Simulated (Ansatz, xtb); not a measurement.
# Two isomers of C4H7BCl2

Structure X is `C=C(CC)B(Cl)Cl`, a singlet and structure Y is `CC(C)=CB(Cl)Cl`, a singlet. Both are isolated molecules in the gas phase, relaxed with r2SCAN-D4/def2-SVP; the shapes shown needn't be the lowest conformers.

X (Å):

```tsv
atom	x (Å)	y (Å)	z (Å)
C	-2.1479	0.3923	-0.4369
C	-0.8517	0.0554	-0.2553
C	-0.3731	-0.4993	1.0694
C	-0.1363	-2.0113	1.0190
B	0.1525	0.2441	-1.4276
Cl	1.8847	0.0178	-1.1718
Cl	-0.3603	0.7135	-3.0493
H	-2.5137	0.7722	-1.3959
H	-2.8805	0.3030	0.3752
H	-1.1151	-0.2666	1.8523
H	0.5659	0.0029	1.3596
H	0.2265	-2.3856	1.9891
H	-1.0668	-2.5470	0.7720
H	0.6153	-2.2728	0.2576
```

Y (Å):

```json
{"atom": "C", "x (Å)": "-1.1775", "y (Å)": "-0.5440", "z (Å)": "1.3574"}
{"atom": "C", "x (Å)": "-0.2033", "y (Å)": "0.3194", "z (Å)": "0.6148"}
{"atom": "C", "x (Å)": "-0.1646", "y (Å)": "1.7532", "z (Å)": "1.0673"}
{"atom": "C", "x (Å)": "0.5700", "y (Å)": "-0.2081", "z (Å)": "-0.3785"}
{"atom": "B", "x (Å)": "1.6409", "y (Å)": "0.4478", "z (Å)": "-1.2500"}
{"atom": "Cl", "x (Å)": "2.2061", "y (Å)": "2.1186", "z (Å)": "-1.0844"}
{"atom": "Cl", "x (Å)": "2.4115", "y (Å)": "-0.5182", "z (Å)": "-2.5190"}
{"atom": "H", "x (Å)": "-1.1475", "y (Å)": "-1.5932", "z (Å)": "1.0330"}
{"atom": "H", "x (Å)": "-2.2047", "y (Å)": "-0.1589", "z (Å)": "1.2269"}
{"atom": "H", "x (Å)": "-0.9765", "y (Å)": "-0.4983", "z (Å)": "2.4427"}
{"atom": "H", "x (Å)": "-1.0115", "y (Å)": "1.9819", "z (Å)": "1.7307"}
{"atom": "H", "x (Å)": "-0.1729", "y (Å)": "2.4549", "z (Å)": "0.2218"}
{"atom": "H", "x (Å)": "0.7650", "y (Å)": "1.9581", "z (Å)": "1.6251"}
{"atom": "H", "x (Å)": "0.4057", "y (Å)": "-1.2749", "z (Å)": "-0.5824"}
```

Task: Estimate which is lower in electronic energy at CCSD(T)/def2-SVP + ΔMP2/def2-TZVPP, and by roughly how much.

Result: The CCSD(T)/def2-SVP + ΔMP2/def2-TZVPP calculation puts structure Y lower, by 10.6 kJ/mol.

How the difference moves with the method:

```csv
level,geometry,E(Y) − E(X) (kJ/mol),departure from the last row (kJ/mol),"job, with rough time for the two"
GFN2-xTB,GFN2-xTB,−24.8,−14.2,"optimisation, 0.16 s"
HF/STO-3G,GFN2-xTB,−11.6,−1.0,"single point, 0.32 s"
r2SCAN-D4/def2-SVP//GFN2-xTB,GFN2-xTB,−12.8,−2.2,"single point, 3.3 s"
r2SCAN-D4/def2-SVP,r2SCAN-D4/def2-SVP,−21.5,−10.9,"optimisation, 70 s"
HF/def2-SVP,r2SCAN-D4/def2-SVP,−14.5,−3.9,part of the CCSD(T) run
MP2/def2-SVP,r2SCAN-D4/def2-SVP,−10.5,+0.1,part of the CCSD(T) run
CCSD(T)/def2-SVP,r2SCAN-D4/def2-SVP,−9.5,+1.1,single point
CCSD(T)/def2-SVP + ΔMP2/def2-TZVPP,r2SCAN-D4/def2-SVP,−10.6,,"single point, 55 s"
```

As drawn, both hold the same kinds of bond in the same numbers. Structure X has 1 methyl group, Y 2.

None of the levels shown reverses the order. The largest departure from CCSD(T)/def2-SVP + ΔMP2/def2-TZVPP is that of GFN2-xTB, 14.2 kJ/mol. The last row adds to CCSD(T) the change of the MP2 difference between the two basis sets, here −1.1 kJ/mol.

With thermal terms from frequencies at re-optimised GFN2-xTB minima (ideal gas, soft modes damped towards free rotors, one conformer each, 298.15 K, 1 atm): on the last row, ΔE + ΔZPE = −12.2, ΔH = −11.4, ΔG = −13.4 kJ/mol.

The correlated steps freeze 15 core orbitals. Run with Ansatz 0.2.0, xtb 6.7.1; the last row on 4 threads of Arm Neoverse V2 on a shared host.
